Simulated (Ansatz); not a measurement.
One change: `[SiH3][NH][GaH][SiH3]` becomes `[SiH3]BN[SiH3]`.

Ansatz, PBE0-D4/def2-TZVP geometries, multiplicity 1. Each molecule was computed in one conformer, which needn't be the lowest.

Scalar relativity is left out up to krypton.

| property | `[SiH3][NH][GaH][SiH3]` |
| --- | --- |
| size of the dipole moment (B3LYP/def2-TZVPP) / D | 0.84 |
| HOMO energy (ωB97M-V/def2-TZVPP) / eV | -9.78 |
| LUMO energy (PBE0/def2-TZVPP) / eV | -1.49 |
| size of the dipole moment (ωB97M-V/def2-TZVPP) / D | 0.89 |
| LUMO energy (PBE/def2-TZVPP) / eV | -2.24 |
| LUMO energy (ωB97M-V/def2-TZVPP) / eV | 0.23 |

(1) What does the change do to each property? (An estimate is asked.)

Answers

(1) Computed: 
| property | `[SiH3]BN[SiH3]` | shift |
| --- | --- | --- |
| size of the dipole moment (B3LYP/def2-TZVPP) / D | 2.01 | 1.17 |
| HOMO energy (ωB97M-V/def2-TZVPP) / eV | -10.05 | -0.27 |
| LUMO energy (PBE0/def2-TZVPP) / eV | -1.00 | 0.49 |
| size of the dipole moment (ωB97M-V/def2-TZVPP) / D | 2.02 | 1.13 |
| LUMO energy (PBE/def2-TZVPP) / eV | -1.92 | 0.32 |
| LUMO energy (ωB97M-V/def2-TZVPP) / eV | 0.91 | 0.68 |

With PBE0 the HOMO falls by 0.26 eV and the LUMO rises by 0.49 eV, so the gap widens by about 0.75 eV. PBE moves the HOMO by -0.27 eV and ωB97M-V by -0.27 eV. Dipoles are sizes alone; their direction can turn.

B3LYP here is the variant with VWN-RPA as its local correlation; programs differ in this.
